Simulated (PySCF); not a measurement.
# Electron correlation in As³⁺ (arsenic, charge +3)

Starting occupation: [Ar] 3d10 4s2. Calculation: PySCF 2.14, in x2c-TZVPPall-2c with one added diffuse shell each of s, p, d type (7s8p5d1f, 63 functions); X2C-1e with screened-nucleus spin-orbit coupling, Gaussian nucleus. Frozen: [Ne]; 20 electrons correlated.

MP2 pair energies summed by pair of shells (mhartree):

```
       pair  energy  share (%)
3d3/2-3d5/2  -49.10       16.5
3d5/2-3p3/2  -34.22       11.5
3d5/2-3d5/2  -34.08       11.4
4s1/2-4s1/2  -30.24       10.2
3d3/2-3p3/2  -23.37        7.8
3d5/2-3p1/2  -17.53        5.9
3d3/2-3d3/2  -14.05        4.7
3p1/2-3p3/2  -12.62        4.2
3d5/2-4s1/2  -12.47        4.2
3p3/2-3p3/2  -11.24        3.8
3d5/2-3s1/2  -11.11        3.7
3d3/2-3p1/2  -10.74        3.6
3d3/2-4s1/2   -8.20        2.8
3p3/2-3s1/2   -7.73        2.6
3d3/2-3s1/2   -7.34        2.5
3p1/2-3s1/2   -3.86        1.3
3p3/2-4s1/2   -3.49        1.2
3p1/2-3p1/2   -2.43        0.8
3p1/2-4s1/2   -1.61        0.5
3s1/2-3s1/2   -1.47        0.5
3s1/2-4s1/2   -0.76        0.3
```

Total MP2 correlation energy: -297.66 mhartree.

```json
{"level": "CCSD", "correlation energy (mhartree)": "-286.90"}
{"level": "(T)", "correlation energy (mhartree)": "-5.06"}
{"level": "CCSD(T)", "correlation energy (mhartree)": "-291.96"}
```

Diagnostics: T1 = 0.0052, largest double amplitude 0.097.

Cost of the coupled-cluster step: 990 s of wall time on 4 threads of Neoverse-V2 (shared host), for 20 occupied and 96 virtual spinors.

Iterations:

```
Init t2, MP2 energy = -0.297663493766686
CCSD nocc = 20, nmo = 116
Init t2, MP2 energy = -0.297663493766686
Init E_corr(GCCSD) = -0.297663493766686
cycle = 1  E_corr(GCCSD) = -0.275537283499536  dE = 0.0221262103  norm(t1,t2) = 0.0546514
cycle = 2  E_corr(GCCSD) = -0.287061491832319  dE = -0.0115242083  norm(t1,t2) = 0.0168596
cycle = 3  E_corr(GCCSD) = -0.285889347092628  dE = 0.00117214474  norm(t1,t2) = 0.00621866
cycle = 4  E_corr(GCCSD) = -0.286893491926305  dE = -0.00100414483  norm(t1,t2) = 0.00225969
cycle = 5  E_corr(GCCSD) = -0.286906374186506  dE = -1.28822602e-05  norm(t1,t2) = 0.00012611
cycle = 6  E_corr(GCCSD) = -0.286897851472158  dE = 8.52271435e-06  norm(t1,t2) = 3.0288e-05
cycle = 7  E_corr(GCCSD) = -0.286897923434331  dE = -7.19621731e-08  norm(t1,t2) = 7.11915e-06
cycle = 8  E_corr(GCCSD) = -0.286898251413145  dE = -3.27978814e-07  norm(t1,t2) = 1.65978e-06
cycle = 9  E_corr(GCCSD) = -0.286898160529551  dE = 9.08835938e-08  norm(t1,t2) = 3.8576e-07
cycle = 10  E_corr(GCCSD) = -0.286898172209997  dE = -1.16804463e-08  norm(t1,t2) = 8.8033e-08
cycle = 11  E_corr(GCCSD) = -0.286898176471886  dE = -4.2618889e-09  norm(t1,t2) = 8.56539e-09
GCCSD converged
E(GCCSD) = -2257.330820210171  E_corr = -0.2868981764718864
```

This basis was not built for core-valence correlation, so the inner-shell part is incomplete.
